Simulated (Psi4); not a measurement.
F$_{2}$Sr, singlet, at a GFN2-xTB geometry (such geometries of metal compounds can be far from the true shape) (core potentials on Sr); R2SCAN/def2-SVP in Psi4.

The Psi4 input:
```
memory 2 GB

molecule mol {
0 1
  Sr   -0.410213   -0.094669   -0.036572
  F     0.687513    1.358642   -0.920318
  F     1.044498   -0.958929    1.074731
}

set basis def2-svp
set reference rks

energy('r2scan')
print_variables()
```

The log (banner, timings and long lists left out):

```
   => Loading Basis Set <=

    Name: DEF2-SVP
    Role: ORBITAL
    Keyword: BASIS

    !!!  WARNING: ECP capability is in beta. Please check occupations closely.  !!!

         ---------------------------------------------------------
                                   SCF
               by Justin Turney, Rob Parrish, Andy Simmonett
                          and Daniel G. A. Smith
                              RKS Reference
         ---------------------------------------------------------

  ==> Geometry <==

    Molecular point group: cs
    Full point group: Cs

    Geometry (in Angstrom), charge = 0, multiplicity = 1:

       Center              X                  Y                   Z               Mass
    ------------   -----------------  -----------------  -----------------  -----------------
         SR          -0.047058152139     0.393968941278     0.000000000000    87.905612500000
         F            1.637386130497    -0.728871067364     0.000000000000    18.998403162730
         F           -1.419648057908    -1.094023246037     0.000000000000    18.998403162730

  Running in cs symmetry.

  Rotational constants: A =      0.36763  B =      0.18722  C =      0.12405 [cm^-1]
  Rotational constants: A =  11021.41018  B =   5612.76687  C =   3718.88587 [MHz]
  Nuclear repulsion =   60.974586611232027

  Charge       = 0
  Multiplicity = 1
  Electrons    = 28
  Nalpha       = 14
  Nbeta        = 14

  ==> Algorithm <==

  SCF Algorithm Type is DF.
  DIIS enabled.
  MOM disabled.
  Fractional occupation disabled.
  Guess Type is SAD.
  Energy threshold   = 1.00e-06
  Density threshold  = 1.00e-06
  Integral threshold = 1.00e-12

  ==> Primary Basis <==

  Basis Set: DEF2-SVP
    Blend: DEF2-SVP
    Number of shells: 21
    Number of basis functions: 51
    Number of Cartesian functions: 55
    Spherical Harmonics?: true
    Max angular momentum: 2

  Core potential: DEF2-SVP
    Number of shells: 4
    Number of ECP primitives: 10
    Number of ECP core electrons: 28
    Max angular momentum: 3

  ==> DFT Potential <==

   => LibXC <=

    Version 7.1.2
    S. Lehtola, C. Steigemann, M. J. T. Oliveira, and M. A. L. Marques,  SoftwareX 7, 1–5 (2018) (10.1016/j.softx.2017.11.002)

   => Composite Functional: R2SCAN <=

    r2SCAN Meta-GGA XC Functional  (0.1021/acs.jpclett.0c02405)
    J. W. Furness, A. D. Kaplan, J. Ning, J. P. Perdew, J. Sun  J. Phys. Chem. Lett.  11, 8208–8215, 2020

    Deriv               =              1
    GGA                 =           TRUE
    Meta                =           TRUE

    Exchange Hybrid     =          FALSE
    MP2 Hybrid          =          FALSE

   => Exchange Functionals <=

    1.0000   XC_MGGA_X_R2SCAN

   => Correlation Functionals <=

    1.0000   XC_MGGA_C_R2SCAN

   => LibXC Density Thresholds  <==

    XC_MGGA_C_R2SCAN:  1.00E-15
    XC_MGGA_X_R2SCAN:  1.00E-11

   => Molecular Quadrature <=

    Radial Scheme          =       TREUTLER
    Pruning Scheme         =           NONE
    Nuclear Scheme         =       TREUTLER

    Blocking Scheme        =         OCTREE
    BS radius alpha        =              1
    Pruning alpha          =              1
    Radial Points          =             75
    Spherical Points       =            302
    Total Points           =          65197
    Total Blocks           =            559
    Max Points             =            256
    Max Functions          =             50
    Weights Tolerance      =       1.00E-15

   => Loading Basis Set <=

    Name: (DEF2-SVP AUX)
    Role: JKFIT
    Keyword: DF_BASIS_SCF

  ==> Integral Setup <==

  SCF_SUBTYPE=INCORE selected. In-core MEM_DF algorithm will be used.
  Using in-core AOs.

  ==> MemDFJK: Density-Fitted J/K Matrices <==

    J tasked:                   Yes
    K tasked:                    No
    wK tasked:                   No
    Algorithm:                 Core
    Schwarz Cutoff:           1E-12
    Mask sparsity (%):       1.4610
    Fitting Condition:        1E-10

   => Auxiliary Basis Set <=

  Basis Set: (DEF2-SVP AUX)
    Blend: DEF2-UNIVERSAL-JKFIT
    Number of shells: 81
    Number of basis functions: 265
    Number of Cartesian functions: 325
    Spherical Harmonics?: true
    Max angular momentum: 4

  Minimum eigenvalue in the overlap matrix is 4.9114642473E-02.
  Reciprocal condition number of the overlap matrix is 1.5722767194E-02.
    Using symmetric orthogonalization.

  ==> Pre-Iterations <==

  SCF Guess: Superposition of Atomic Densities via on-the-fly atomic UHF (no occupation information).

   -------------------------
    Irrep   Nso     Nmo
   -------------------------
     A'        36      36
     A"        15      15
   -------------------------
    Total      51      51
   -------------------------

  ==> Iterations <==

                           Total Energy        Delta E     RMS |[F,P]|

   @DF-RKS iter SAD:  -229.71713354973198   -2.29717e+02   0.00000e+00
   @DF-RKS iter   1:  -230.03665174294272   -3.19518e-01   2.11223e-02 ADIIS/DIIS
   @DF-RKS iter   2:  -223.08812507201927    6.94853e+00   1.00211e-01 ADIIS
   @DF-RKS iter   3:  -229.78775841346516   -6.69963e+00   3.06952e-02 ADIIS/DIIS
   @DF-RKS iter   4:  -230.28600799767028   -4.98250e-01   3.10638e-03 ADIIS/DIIS
   @DF-RKS iter   5:  -230.29116499779087   -5.15700e-03   2.57238e-04 ADIIS/DIIS
   @DF-RKS iter   6:  -230.29121092267363   -4.59249e-05   4.73753e-05 DIIS
   @DF-RKS iter   7:  -230.29121238700009   -1.46433e-06   2.57483e-06 DIIS
   @DF-RKS iter   8:  -230.29121239292485   -5.92476e-09   9.01431e-07 DIIS
  Energy and wave function converged.

  ==> Post-Iterations <==

   Electrons on quadrature grid:
      Ntotal   =   28.0001064935 ; deviation = 1.065e-04

    Orbital Energies [Eh]
    ---------------------

    Doubly Occupied:

       1Ap   -24.357982     2Ap   -24.357971     3Ap    -1.504838
       4Ap    -0.986773     5Ap    -0.977484     1App   -0.815573
       6Ap    -0.785699     7Ap    -0.776084     8Ap    -0.273375
       9Ap    -0.265902     2App   -0.264240     3App   -0.262700
      10Ap    -0.254480    11Ap    -0.246976

    Virtual:

      12Ap    -0.062849     4App   -0.008406    13Ap     0.002582
      14Ap     0.007204     5App    0.050278     6App    0.061036
      15Ap     0.071919    16Ap     0.096210    17Ap     0.100785
       7App    0.115106     8App    0.117874    18Ap     0.119322
      19Ap     0.122521    20Ap     0.149767    21Ap     0.160189
       9App    0.256696    22Ap     0.340143    23Ap     0.376703
      24Ap     1.253216    10App    1.281039    25Ap     1.296621
      11App    1.322389    26Ap     1.344116    27Ap     1.369254
      28Ap     1.699671    29Ap     1.705660    30Ap     3.162768
      31Ap     3.165643    12App    3.171538    13App    3.172271
      32Ap     3.173392    14App    3.177981    33Ap     3.178828
      15App    3.184895    34Ap     3.200275    35Ap     3.204736
      36Ap    30.633497

    Final Occupation by Irrep:
             Ap   App
    DOCC [    11,    3 ]
    NA   [    11,    3 ]
    NB   [    11,    3 ]

  @DF-RKS Final Energy:  -230.29121239292485

   => Energetics <=

    Nuclear Repulsion Energy =             60.9745866112320272
    One-Electron Energy =                -453.8796965331620186
    Two-Electron Energy =                 188.0242421239020985
    DFT Exchange-Correlation Energy =     -25.4103445948969657
    Empirical Dispersion Energy =           0.0000000000000000
    VV10 Nonlocal Energy =                  0.0000000000000000
    Total Energy =                       -230.2912123929248480

Computation Completed

Properties will be evaluated at   0.000000,   0.000000,   0.000000 [a0]

Properties computed using the SCF density matrix

 Multipole Moments:

 ------------------------------------------------------------------------------------
     Multipole            Electronic (a.u.)      Nuclear  (a.u.)        Total (a.u.)
 ------------------------------------------------------------------------------------

 L = 1.  Multiply by 2.5417464519 to convert [e a0] to [Debye]
 Dipole X            :         -3.1841506            2.8139177           -0.3702329
 Dipole Y            :         26.6577784          -23.5580051            3.0997734
 Dipole Z            :          0.0000000            0.0000000            0.0000000
 Magnitude           :                                                    3.1218051

 ------------------------------------------------------------------------------------

  Variable Map:
  ----------------------------------------------------------------------------
  "CURRENT ENERGY"              =>    -230.291212392925
  "CURRENT REFERENCE ENERGY"    =>    -230.291212392925
  "DD SOLVATION ENERGY"         =>       0.000000000000
  "DFT FUNCTIONAL TOTAL ENERGY" =>    -230.291212392925
  "DFT TOTAL ENERGY"            =>    -230.291212392925
  "DFT VV10 ENERGY"             =>       0.000000000000
  "DFT XC ENERGY"               =>     -25.410344594897
  "GRID ELECTRONS ALPHA"        =>      14.000053246736
  "GRID ELECTRONS BETA"         =>      14.000053246736
  "GRID ELECTRONS TOTAL"        =>      28.000106493473
  "NUCLEAR REPULSION ENERGY"    =>      60.974586611232
  "ONE-ELECTRON ENERGY"         =>    -453.879696533162
  "PCM POLARIZATION ENERGY"     =>       0.000000000000
  "PE ENERGY"                   =>       0.000000000000
  "SCF ITERATION ENERGY"        =>    -230.291212392925
  "SCF ITERATIONS"              =>       8.000000000000
  "SCF TOTAL ENERGY"            =>    -230.291212392925
  "TWO-ELECTRON ENERGY"         =>     188.024242123902
  "XC GRID RADIAL POINTS"       =>      75.000000000000
  "XC GRID SPHERICAL POINTS"    =>     302.000000000000
  "XC GRID TOTAL POINTS"        =>   65197.000000000000

  Array Variable Map:
  ----------------------------------------------------------------------------
  "CURRENT DIPOLE"              =>      -0.370232863339 ... 0.000000000000 1 by 3
  "SCF DIPOLE"                  =>      -0.370232863339 ... 0.000000000000 1 by 3
  "SCF TOTAL ENERGIES"          =>    -229.717133549732 ... -230.291212392925 1 by 9
```
